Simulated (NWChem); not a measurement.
Molecule: CH7BP2; SMILES PB(C)P

```xyz
11

B      0.3745    -0.0014    -0.0744
C      1.9498     0.0016     0.0447
H      2.4235    -0.9351    -0.2698
H      2.2160     0.1498     1.1034
H      2.4180     0.8276    -0.5042
P     -0.5746    -1.6605     0.0853
H      0.1780    -2.4603    -0.8138
H     -1.6939    -1.4500    -0.7603
P     -0.5822     1.6560     0.0876
H     -1.6732     1.4479    -0.7946
H      0.1884     2.4731    -0.7808
```
Atoms are numbered in this order, from 1.

This is a stationary point of B3LYP/6-31G* (spherical d) (NWChem), point group C1. 

Q: Is it a minimum? If not, what does it relax to?

A: No. It has an imaginary frequency of 54i cm⁻¹. Following that mode (on a finer grid) lowers the energy by 0.4 kcal/mol and ends, with real frequencies alone, at point group Cs:
```xyz
11

B      0.3461    -0.0068    -0.0139
C      1.9216    -0.0013     0.0790
H      2.3482    -0.9241     0.4900
H      2.3334     0.8495     0.6349
H      2.3061     0.0860    -0.9502
P     -0.5928    -1.6781    -0.0317
H      0.2479    -2.4239    -0.8994
H     -1.6334    -1.4282    -0.9628
P     -0.6203     1.6294     0.2381
H     -1.6579     1.5166    -0.7226
H      0.2068     2.5198    -0.4961
```
